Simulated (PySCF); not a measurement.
**Ionisation energy of Re by level of theory**

Re [Xe] 4f14 5d5 6s2 (6S) → Re⁺ [Xe] 4f14 5d5 6s1 (7S), as a difference of total energies. Computed with PySCF 2.14 in aug-cc-pVDZ-PP with ECP60MDF (5s5p4d2f, 54 functions), with a scalar-relativistic core potential. Correlated levels: valence: 5s2 5p6 frozen. The calculations carry no spin-orbit coupling.

Task: Order these methods by the ionisation energy they give, lowest first.
A. MP2 (valence)
B. SCS-MP2 (valence)
C. MN15
D. UHF

Result: D (5.944 eV), A (7.266 eV), B (7.522 eV), C (7.949 eV).

Errors of the correlated levels include the incompleteness of this basis and the frozen core.

MP2 underrates the near-degeneracy of ns² with np² in the lower species.

For comparison: 7.834 eV (measured; NIST Atomic Spectra Database, ionization energies).
